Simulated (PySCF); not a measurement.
# A small calculation by hand: chemical shift, span and skew from a shielding tensor

GaH2F, SMILES [GaH2][F]. Atoms are numbered in the order given.

```xyz
4

Ga     0.0000     0.0000     0.3496
H      0.0000     1.4259     0.9729
H      0.0000    -1.4259     0.9729
F      0.0000     0.0000    -1.4205
```
Charge 0, spin multiplicity 1.

Geometry: B3LYP-D3(BJ)/def2-TZVP.

GIAO shieldings from HF/pcSseg-2 run with PySCF, non-relativistic, no solvent. The symmetric part of the tensor of F4 has the principal values 256.2, 375.6, 497.7 ppm. The same nucleus in CFCl3 has σ = 237.3 ppm at this level (PySCF, at its B3LYP-D3(BJ)/def2-TZVP geometry).

Q: Work out the isotropic shielding, the ¹⁹F shift against CFCl3, the span and the skew.

A: 
σ(iso) = (σ11 + σ22 + σ33)/3 = 376.5 ppm. δ = σ(ref) − σ(iso) = 237.3 − (376.5) = -139.2 ppm.
Span Ω = σ33 − σ11 = 241.5 ppm. Skew κ = 3(σ(iso) − σ22)/Ω = 0.01. Tumbling in solution averages the tensor to δ; in a static solid the shielding alone would spread this spin-1/2 line over Ω.
